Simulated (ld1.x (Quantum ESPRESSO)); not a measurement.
**Debugging a pseudopotential input (Sc, ld1.x (Quantum ESPRESSO) 7.5)**

Command:

```bash
ld1.x < Sc.in > Sc.out
```

Input:

```
&input
   title='Sc', zed=21., rel=1, dft='BP', iswitch=3,
   config='[Ar] 3d1 4s1.75 4p0.25',
   nld=3, rlderiv=1.85, eminld=-6.0, emaxld=5.0, deld=0.02
 /
 &inputp
   pseudotype=2, zval=4.0, tm=.true., lloc=1,
   nlcc=.false.,
   file_pseudopw='Sc.UPF', file_wfcaegen='ae.wfc', file_wfcncgen='nc.wfc', file_beta='beta', file_chi='chi'
 /
3
3S  1  0   2.00   0.00  1.35  1.35  0.0
3D  3  2   1.00   0.00  1.40  1.40  0.0
3P  2  1   6.00   0.00  1.70  1.70  0.0
 &test
   configts(1)='3s2 3p6 3d1 4s1.75 4p0.25'
 /
```

Output:

```
Program LD1 v.7.5

 %%%%%%%%%%%%%%%%%%%%%%%%%%%%%%%%%%%%%%%%%%%%%%%%%%%%%%%%%%%%%%%%%%%%%%%%%%%%%%
     Error in routine ld1_readin (1):
     supplied (  4.00) and calculated ( 11.00) valence charge do not match
 %%%%%%%%%%%%%%%%%%%%%%%%%%%%%%%%%%%%%%%%%%%%%%%%%%%%%%%%%%%%%%%%%%%%%%%%%%%%%%

     stopping ...
```

Question: This input was made by a single change from one that runs to its end. What was changed?

Answer: The change: valence charge typed as zval=4.0. The program refuses the input: "ld1_readin: supplied (  4.00) and calculated ( 11.00) valence charge do not match".
